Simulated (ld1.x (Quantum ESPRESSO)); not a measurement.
# Ce: variants of one RRKJ potential

Base potential:

```
Element                 : cerium
Generator               : ld1.x (Quantum ESPRESSO) 7.5
Type                    : norm-conserving RRKJ (Kleinman–Bylander form)
Functional              : PBE
Relativity              : fully relativistic
Frozen core             : [Xe]
Valence charge          : 4
Reference configuration : 4f1 5d0 6s0 6p0 (charge +3)
Partial waves           : 6p (bound, empty): rc 3.20 bohr; 5d (bound, empty): rc 3.60 bohr; 4f (bound): rc 1.65 bohr; 6s (bound, empty): rc 2.60 bohr
Local potential         : the s channel
Core correction         : none
```

Open shells are filled in proportion to 2j + 1 (rel_dist='average').

All-electron outer shells of the reference configuration (PBE, scalar-relativistic, ld1.x):

```tsv
shell	level (eV)	outermost node (bohr)	outermost maximum (bohr)
5s	-63.67	0.75	1.37
5p	-45.92	0.81	1.53
4f	-28.65	–	0.71
5d	-23.66	0.92	1.99
6s	-20.68	1.76	3.16
6p	-16.09	2.02	3.68
```

Cutoffs, loose and tight: the cutoffs (Ry, on a coarse ladder) from which the occupation-weighted sum of valence levels, in a spherical-Bessel basis at the reference potential, stays within 10 and 1 mRy of its value at 400 Ry. They do not see the model core or the augmentation charge, which bear on the density cutoff. Test errors are all-electron minus pseudo excitation energies from the reference, over the configurations 4f1 5d1 6s2 6p0; 4f1 5d1 6s1 6p0; 4f1 5d1 6s0 6p0; 4f1 5d0 6s2 6p0; 4f2 5d0 6s1 6p0; 4f0 5d1 6s2 6p0; 4f2 5d1 6s0 6p0. A dash means not determined; rows that change the core or the reference have their own tests. The largest error is taken over the tests solved by every variant that gives reliable tests at all: 4f0 5d1 6s2 6p0; 4f1 5d0 6s2 6p0; 4f1 5d1 6s1 6p0; 4f2 5d1 6s0 6p0.

A true bound ghost makes a file unfit for plane-wave use even where its test errors are small: the radial tests pick states by their node count and pass the ghost by. Where a test does run into it, the solver fails or the error is huge.

```tsv
change	outcome	cutoff, loose	cutoff, tight	bound ghosts	largest test error (meV)
base	generated	80 Ry	110 Ry	s (extra level of the local part)	+4862
wave 4f (bound): rc 1.65 bohr becomes 4f (bound): rc 1.38 bohr	generated	110 Ry	140 Ry	s (extra level of the local part)	+4532
wave 4f (bound): rc 1.65 bohr becomes 4f (bound): rc 1.64 bohr	generated	80 Ry	110 Ry	s (extra level of the local part)	+4862
wave 4f (bound): rc 1.65 bohr becomes 4f (bound): rc 1.94 bohr	generated	55 Ry	80 Ry	s (extra level of the local part)	+5190
wave 4f (bound): rc 1.65 bohr becomes 4f (bound): rc 2.46 bohr	generated	35 Ry	50 Ry	s (extra level of the local part)	+5470
```

What comes out with this change to the base: wave 4f (bound): rc 1.65 bohr becomes 4f (bound): rc 1.08 bohr?

outcome: generated; cutoff, loose: 180 Ry; cutoff, tight: 200 Ry; bound ghosts: s (extra level of the local part); largest test error (meV): +4203.

What comes out with this change to the base: wave 4f (bound): rc 1.65 bohr becomes 4f (bound): rc 2.16 bohr?

outcome: generated; cutoff, loose: 45 Ry; cutoff, tight: 70 Ry; bound ghosts: s (extra level of the local part); largest test error (meV): +5344.

Reading the sweep of the f radius (base included, trends over the rows without a ghost): Bound ghosts are found at 1.08, 1.38, 1.64, 1.65, 1.94, 2.16, 2.46 bohr. Every judged row has one, so this setting neither creates nor removes them.
